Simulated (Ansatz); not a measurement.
Input file for Ansatz (a quantum-chemistry and plane-wave program): R-wB97M-V/def2-TZVPPD on H2 (SMILES [H][H]). The basis file is the Basis Set Exchange's JSON of that set.

Ansatz 0.2 input:
```yaml
crystal:
  periodic: [false, false, false]
  atoms:
    - {symbol: H, position_ang: [0.00000000, 0.00000000, 0.37198582]}
    - {symbol: H, position_ang: [-0.00000000, -0.00000000, -0.37198582]}
basis:
  gaussian:
    orbitals: def2-TZVPPD.json
hamiltonian:
  xc: {name: wB97M-V}
scf: {lower_state_search: off}
```

Output:

```
WARN ansatz: RAYON_NUM_THREADS=1 ignored (pool sized by the plan → 1); use --threads N
Functional definition: wB97M-V
these checks for a lower state are left out or cut short: stability, starts, cluster_reference, orbital_swaps, neighbouring_geometries, increment
integrals: 0.00 GiB planned
118 factors; their error is unknown
integrals: 0.04 GiB planned
52 factors; integrals over basis functions are off by at most 1.4e-5 eV
mean field: 0.06 GiB planned
mean field evaluation 1: about -31.5772 eV, gradient 3.7e0 eV
mean field evaluation 2: about -31.6046 eV, gradient 2.5e-1 eV
mean field evaluation 4: about -31.6052 eV, gradient 2.6e-1 eV
mean field evaluation 8: about -31.6024 eV, gradient 2.7e-4 eV
mean field -31.60235839 eV, -1.1613652498 hartree, gradient 6.5e-7 eV, S^2 0.000000; 0 other end points of the search recorded, 0 dependent functions left out
reference -31.60238185 eV, -1.1613661121 hartree; 1, 1 occupied and 33, 33 virtual orbitals, 118 factors
Total energy: -31.60238185 eV, -1.1613661121 hartree
Checks for a lower state left out: stability, starts, cluster_reference, orbital_swaps, neighbouring_geometries, increment
```

The calculation finished and met its thresholds.

Cost: around 0.3 core-seconds (rough).
